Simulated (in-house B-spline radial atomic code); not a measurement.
# Ionising Kr⁶⁺ with different functionals

Computed with a B-spline radial code for spherical atoms: four-component Dirac-Coulomb Hamiltonian, Fermi nucleus of rms radius 4.1884 fm, spin-restricted, spherical fractional occupations for the functionals. The ionisation energy is the difference of two self-consistent energies, [Ar] 3d10 4s2 → [Ar] 3d10 4s1, without Breit or QED terms; ε is the level of the shell that loses the electron (mean over j).

Hybrids are left out here: with spherical fractional occupations of an open shell their exact exchange keeps a self-interaction that integer-occupation calculations don't have.

| method | rung | ΔSCF (eV) | -ε(4s) (eV) |
| --- | --- | --- | --- |
| LDA VWN5 | LDA | 110.90 | 102.83 |
| relativistic LDA | LDA | ? | ? |
| LDA PW92 | LDA | ? | ? |
| LDA exchange-only | LDA | 109.29 | 101.20 |
| PBE | GGA | 110.35 | 102.30 |
| PBEsol | GGA | 110.28 | 102.31 |
| BLYP | GGA | 110.61 | 102.48 |
| RPBE | GGA | 110.00 | 102.02 |
| PW91 | GGA | 110.50 | 102.48 |
| BP86 | GGA | 110.51 | 102.53 |
| AM05 | GGA | 110.24 | 102.27 |
| OLYP | GGA | 109.69 | 101.80 |

Task: What does relativistic LDA give?

Result: ΔSCF 110.79 eV, and -ε(4s) = 102.73 eV.

Task: What does LDA PW92 give?

Result: ΔSCF 110.89 eV, and -ε(4s) = 102.83 eV.

Task: How do they compare with the NIST value?

Result: NIST lists 109.13 eV ± 0.05 (tabulated theory, ground level to ground level). Errors run from +0.16 to +1.77 eV; OLYP is closest (+0.56 eV), but part of that can be cancellation, since the calculations leave out Breit-QED terms, spin polarisation.
